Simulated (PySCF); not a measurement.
# Au (gold, neutral) across methods

[Xe] 4f14 5d9 6s1 6p1, one real determinant (an excited configuration). Computed with PySCF 2.14 in ANO-RCC-VTZP, with the spin-free X2C one-electron Hamiltonian (Gaussian nucleus).

```csv
method,E (hartree),mean ε 5d β (eV),mean ε 6s α (eV),mean ε 6p α (eV),Σ⟨r²⟩ (bohr²),⟨S²⟩
PBE0,-19013.48,-11.467,-9.140,-3.029,66.57,3.752
M06-2X,-19015.68,-13.193,-10.419,-3.946,66.08,3.752
UHF,-19007.92370,-15.705,-11.338,-5.098,66.87,3.755
LDA,-19001.98,-9.997,-8.415,-2.275,66.77,3.751
r2SCAN,-19013.75,-10.022,-8.577,-2.465,66.41,3.754
PBEsol,-19008.01,-9.776,-8.241,-2.222,66.74,3.752
BLYP,-19014.79,-9.652,-7.970,-1.948,67.08,3.751
PBE,-19013.75,-9.751,-8.162,-2.201,66.85,3.751
```

⟨L²⟩ = 8.01 against 12 for a pure F term, so this real determinant mixes terms. Spin-orbit coupling, absent here, splits the open shell strongly.
